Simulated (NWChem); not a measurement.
Isomers of CH$_{3}$F$_{3}$OSi, each optimised at B3LYP/6-31G* with NWChem, gas phase unless a solvent is named. Flexible species stand in one conformer each, which need not be the lowest. Pople sets run with spherical d functions. Relative energies count from the lowest isomer at each level and are electronic, without zero-point energy, on those geometries.

A: O[SiH2]C(F)(F)F
B: F[Si](F)(F)CO
C: O[Si](F)(F)CF

| quantity | A | B | C |
|---|---|---|---|
| relative energy, B3LYP/def2-TZVP (kcal/mol) | 100.7 | 0.0 | 9.4 |
| relative energy, TPSSh/def2-TZVP (kcal/mol) | 95.0 | 0.0 | 8.7 |
| orbital gap (eV), B3LYP/6-31G* | 8.45 | 8.36 | 9.50 |
| SMD solvation free energy in water, B3LYP/6-31G* (kcal/mol) | -2.3 | -5.0 | -4.5 |
